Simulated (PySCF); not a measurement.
Simulated absorption spectrum

C6H5FO.
SMILES: `O=C(CC#C)C(F)=C`

Level of theory: TDDFT PBE0/def2-SVPD, vertical, gas phase, core orbitals frozen in the response in PySCF 2.14.0, density-fitted response routines. Isolated species at its GFN2-xTB geometry (one conformer only). Torsions of this conformer, `[CH:1]#[C:2][CH2:3][C:4](=[O:5])[C:6](=[CH2:7])[F:8]`: C2–C3–C4–O5 -112°, C3–C4–C6–C7 -174°.

Computed states:

```json
{"state": "S1", "E (eV)": "3.74", "f": "0.0044"}
{"state": "S2", "E (eV)": "4.87", "f": "0.0044"}
{"state": "S3", "E (eV)": "5.26", "f": "0.042"}
{"state": "S4", "E (eV)": "5.48", "f": "0.193"}
{"state": "S5", "E (eV)": "6.79", "f": "0.0004"}
{"state": "S6", "E (eV)": "6.99", "f": "0.0071"}
```

Each state is given a Gaussian of 0.5 eV full width at half maximum, with ε(max) = 2.175×10⁸ f / Δν̃ (Δν̃ the width in cm⁻¹). The width is an assumption, not a result. The curve ends short of the highest state used, and states not computed would add to its high-energy end.

Task: Give the broadened spectrum and its maxima.

Result: 
E (eV), ε (L mol⁻¹ cm⁻¹) and a bar:
```
     2.99          0 
     3.09          2 
     3.18          7 
     3.28         23 
     3.38         57 
     3.47        107 
     3.57        174 
     3.67        226 #
     3.77        236 #
     3.86        203 #
     3.96        139 
     4.06         76 
     4.16         34 
     4.25         16 
     4.35         16 
     4.45         36 
     4.54         78 
     4.64        169 
     4.74        337 #
     4.84        674 ##
     4.93       1278 ###
     5.03       2540 #######
     5.13       4638 ############
     5.22       7144 ##################
     5.32       9955 ##########################
     5.42      11647 ##############################
     5.52      11276 #############################
     5.61       9232 ########################
     5.71       6070 ################
     5.81       3227 ########
     5.90       1519 ####
     6.00        535 #
     6.10        151 
     6.20         35 
     6.29         11 
     6.39         12
```

Maxima: 332 nm (3.74 eV), ε about 240, made up of S1 (100%); 227 nm (5.45 eV), ε about 12000, made up of S3 (12%) and S4 (88%) (ε in L mol⁻¹ cm⁻¹; maxima over ε = 5, shares over 10%). At its high-energy end, 6.39 eV, the curve is still rising (ε about 12, from S5 and S6).

Task: On this curve, what absorbance would a 10⁻⁴ mol/L sample give at 248 nm over a 1 cm path?

Result: 248 nm is 4.999 eV, where ε is about 2100 L mol⁻¹ cm⁻¹, so A = ε c l ≈ 0.21 (Beer–Lambert, with the gas-phase spectrum and the assumed width).

Task: Does any computed singlet lie in the visible range?

Result: No computed singlet lies in the visible range (380 to 750 nm); the lowest, at 332 nm, stands 0.48 eV above its violet end (3.26 eV); a Tamm–Dancoff triplet lies at 386 nm, without intensity as long as spin–orbit coupling is left out.

Task: What would ε be at 5.45 eV, the highest of these maxima, with half the width (0.25 eV)?

Result: About 20700 L mol⁻¹ cm⁻¹ against 11800, a factor of about 1.8; a lone state at its own centre would give exactly 2.

The run took 39 s wall on one thread, Intel Xeon Platinum 8259CL at 2.50 GHz (x86_64), no GPU, on a shared host, and the process peaked at 0.84 GiB of memory.
